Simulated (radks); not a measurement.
The numbers below are computed, except where a source is named.
Problem. The mean radii <r> (bohr) of the occupied orbitals of an atom or ion are listed with their occupations. Code: a radial shooting solver on a logarithmic mesh with Libxc functionals. Model: scalar-relativistic Kohn-Sham, r2SCAN, spin-polarised, spherical densities, finite nucleus; meta-GGA in the generalised Kohn-Sham scheme; Fermi nuclear charge, rms radius of each element as measured or else 0.836 A^(1/3) + 0.57 fm.

orbital  occ.      <r>
1s up       1  0.02151
1s down     1  0.02151
2s up       1  0.09148
2s down     1  0.09146
2p up       3  0.08090
2p down     3  0.08088
3s up       1   0.2381
3s down     1   0.2380
3p up       3   0.2366
3p down     3   0.2365
3d up       5   0.2150
3d down     5   0.2151
4s up       1   0.5099
4s down     1   0.5106
4p up       3   0.5283
4p down     3   0.5292
4d up       5   0.5416
4d down     1   0.5427

Name the element and its charge. Open shells, if any, are filled with parallel spins first.

Solution. Z = 65, terbium, charge +23: Tb23+ in [Kr] 4d6. The 1s radius gives Z: for a bare nucleus <r> = (2 gamma + 1)/(2Z) with gamma = sqrt(1 - (Z/c)^2), 0.02124 bohr for Z = 65, and screening makes it slightly larger (0.02151 here). The occupations add up to 42, and the charge is Z minus that.
